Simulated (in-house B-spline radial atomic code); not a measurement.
Configurations of Ce IV (Ce3+), with energies counted from [Xe] 4f1. Computed with a B-spline radial code for spherical atoms: Dirac-Hartree-Fock, average of configuration, Fermi nucleus of rms radius 4.8771 fm. Energies include first-order Breit, QED and recoil terms.

Occupations are held fixed; configurations that lie above the ionisation limit could autoionise.

| configuration | E - E(ref) (eV) | highest orbital | its <r> (bohr) |
| --- | --- | --- | --- |
| [Xe] 5d1 | 5.5138 | 5d5/2 | 2.278 |
| [Xe] 8d1 | 28.82 | 8d5/2 | 12.65 |
| [Xe] 7g1 | 30.518 | 7g7/2 | 15.76 |
| [Xe] 8g1 | 31.564 | 8g7/2 | 21.36 |
| [Kr] 4d10 4f1 5s2 5p5 6d1 | 36.939 | 6d5/2 | 5.214 |
| [Kr] 4d10 4f1 5s2 5p5 6g1 | 45.03 | 6g7/2 | 10.91 |
| [Kr] 4d10 4f1 5s2 5p5 7g1 | 46.639 | 7g7/2 | 15.76 |
| [Kr] 4d10 4f1 5s2 5p5 8g1 | 47.685 | 8g7/2 | 21.36 |
| [Kr] 4d9 4f2 5s2 5p6 | 109.25 | 4f7/2 | 1.002 |
| [Kr] 4d9 4f1 5s2 5p6 7s1 | 131.52 | 7s1/2 | 6.031 |
| [Kr] 4d9 4f1 5s2 5p6 9s1 | 139.24 | 9s1/2 | 13.56 |
| [Kr] 4d9 4f1 5s2 5p6 9p1 | 139.83 | 9p3/2 | 14.88 |

Problem. Order these further configurations by energy, lowest first.
A. [Xe] 8f1
B. [Kr] 4d10 4f1 5s2 5p5 9g1
C. [Kr] 4d9 4f1 5s2 5p6 6p1
D. [Kr] 4d9 4f1 5s2 5p6 7g1
E. [Xe] 7f1

Solution. E (29.029 eV), A (30.599 eV), B (48.402 eV), C (124.63 eV), D (140.82 eV).

Problem. How far above the reference does [Xe] 7d1 lie?

Solution. 26.017 eV; its least bound orbital is 7d5/2 with <r> = 8.528 bohr.

Problem. How far above the reference does [Kr] 4d10 4f1 5s2 5p5 5d1 lie?

Solution. 22.673 eV; its least bound orbital is 5d5/2 with <r> = 2.35 bohr.

Problem. How far above the reference does [Xe] 7s1 lie?

Solution. 21.238 eV; its least bound orbital is 7s1/2 with <r> = 6.042 bohr.

Problem. One of these lies 26.44 eV from the reference. Which?
A. [Xe] 6f1
B. [Kr] 4d10 4f1 5s2 5p5 9s1
C. [Kr] 4d10 4f1 5s2 5p5 7d1
D. [Kr] 4d10 4f1 5s2 5p5 8d1

Solution. A.
